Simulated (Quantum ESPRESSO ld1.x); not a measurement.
Species: Be III. Configuration: [He]. Calculated with ld1.x of Quantum ESPRESSO 7.5: scalar-relativistic Kohn-Sham, revPBE, spin-unpolarised, spherical densities, point nucleus.

Normalised radial functions P(r) = r R(r), r in bohr:

r,2p
0.03411,0.0032
0.04622,0.0058
0.06264,0.0103
0.08422,0.0178
0.1141,0.0310
0.1535,0.0520
0.208,0.0867
0.2819,0.1402
0.379,0.2161
0.5136,0.3219
0.6961,0.4521
0.9359,0.5852
1.268,0.6871
1.705,0.6938
2.311,0.5767
3.132,0.3741
4.211,0.1796
5.707,0.0547

2p (empty): eigenvalue -17.602 eV, 0 radial nodes, <r> = 1.93 bohr, 90 % of the charge inside 3.14 bohr.
